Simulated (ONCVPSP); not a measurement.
# What one change does to a pseudopotential (O, ONCV)

```
Element                 : O
Generator               : ONCVPSP 4.0.1
Type                    : optimised norm-conserving Vanderbilt (ONCV)
Functional              : BLYP
Relativity              : scalar-relativistic
Frozen core             : [He]
Valence charge          : 6
Reference configuration : 2s2 2p4
Partial waves           : 2s: rc 0.90 bohr, ncon 3, nbas 8, qcut 8.3 1/bohr, 3 projectors, debl 3.9 Ha; 2p: rc 1.30 bohr, ncon 3, nbas 7, qcut 10.2 1/bohr, 1 projector; d scattering state at 0.03 Ha: rc 1.00 bohr, ncon 4, nbas 9, qcut 9.6 1/bohr, 3 projectors, debl 1.1 Ha
Local potential         : polynomial inside 0.75 bohr (lpopt 4, dvloc0 6 Ha)
Core correction         : Teter function, parameters optimised by the program
```

Change: all radii but the core radius scaled by about 1.27 (s 1.14, p 1.66, d 1.28 bohr); local potential polynomial inside 0.96 bohr (lpopt 4, dvloc0 6 Ha).

Cutoffs: the cutoffs (Ha) at which the residual kinetic energy of the hardest occupied pseudo-wave falls to 1 and 0.1 mHa per electron; they do not see the model core or the augmentation charge, which bear on the density cutoff. Errors are all-electron minus pseudo energies relative to the spin-unpolarised reference configuration.

Task: Predict the effect on cutoff, ghosts and configuration errors.

Result: The potential gets softer (35 Ha and 145 Ha → 29 Ha and 35 Ha); the lowest positive-energy flag moves from d at 17.3 eV to d at 5.9 eV; of the 4 tests that both files solve, the error grows in 2 and shrinks in 1 by more than 15 % and 0.3 meV (median size 79.3 → 54.7 meV); neither file shows a bound ghost. A larger radius leaves more room for a smooth pseudo-wave, so fewer plane waves are needed.

| quantity | base | changed |
| --- | --- | --- |
| cutoff, loose | 35 Ha | 29 Ha |
| cutoff, tight | 145 Ha | 35 Ha |
| loose cutoff by channel | s 31 Ha, p 35 Ha | s 24 Ha, p 29 Ha |
| bound ghosts | none | none |
| GHOST(+) flags under 300 eV | d at 17.3 eV | d at 5.9 eV |
| error for 2s2 2p3, meV [ΔE 16.43 eV] | +8.0 | -42 |
| error for 2s2 2p2, meV [ΔE 50.04 eV] | +98 | +22 |
| error for 2s2 2p1, meV [ΔE 103.97 eV] | +457 | +599 |
| error for 2s0 2p6, meV [ΔE 29.71 eV] | +61 | +67 |
| rms error of d²Exc/dni dnj with the model core, mHa | 1.34 | 1.08 |
